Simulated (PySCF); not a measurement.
A run for PySCF: R-HF/STO-3G on CH7ClSi (a complex), monomers drawn apart or pushed together.

```python
from pyscf import gto, scf, dft, mp
from pyscf.data.elements import chemcore

mol = gto.M(
    atom='''
    C     0.00177899   -0.09046503    0.20816642
    H     0.38483717   -0.03687533   -0.80989607
    H    -0.33411219   -1.10567794    0.41539288
    H     0.79038180    0.18139651    0.90802214
    H    -0.83479929    0.59879233    0.31607937
    Si   -0.80082965    0.23494810    6.93255336
    Cl    1.21650631    0.66902551    7.05634993
    H    -1.46103829    1.29384275    6.14624062
    H    -1.34786322    0.19362126    8.30290399
    H    -0.95945608   -1.07549497    6.27474984
    ''',
    basis='sto-3g',
    charge=0, spin=0, verbose=3, max_memory=1800)
mf = scf.RHF(mol)
mf.conv_tol = 1e-8
mf.max_cycle = 100
mf.kernel()
if not mf.converged:
    mf = mf.newton().run(mf.mo_coeff, mf.mo_occ)
```

Output:

```
converged SCF energy = -781.700201328274
```

The calculation finished and met its thresholds.

Cost: around 0.29 core-seconds (rough).
